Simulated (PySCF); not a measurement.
H₂O₃Si, SMILES O=[Si](O)O. Atoms are numbered in the order given.

```xyz
6

Si     0.0000     0.0000    -0.1275
O      0.0000     0.0000    -1.6555
O      0.0000     1.2842     0.8839
O      0.0000    -1.2842     0.8839
H      0.0000     2.1444     0.4433
H      0.0000    -2.1444     0.4433
```
Charge 0, spin multiplicity 1.

Coordinates come from a B3LYP-D3(BJ)/def2-SVP optimisation. Other conformers were not sampled.

The numbers are results of PySCF with ωB97X/def2-TZVPD, not measurements.

Isolated molecule, no solvent.

The total energy comes out as -516.53503 hartree. The point group comes out as C2v and the highest occupied level is -10.99 eV. The lowest empty level is 0.39 eV. The orbital gap is 11.39 eV and the dipole moment is 1.97 D. The quadrupole, principal values (traceless, Buckingham form, about the centre of nuclear charge) is -17.32, 2.46, 14.85 D·Å. The mean static polarisability comes out as 35.2 bohr³ (5.21 Å³) and the polarisability, principal values is 29.6, 37.8, 38.2 bohr³.
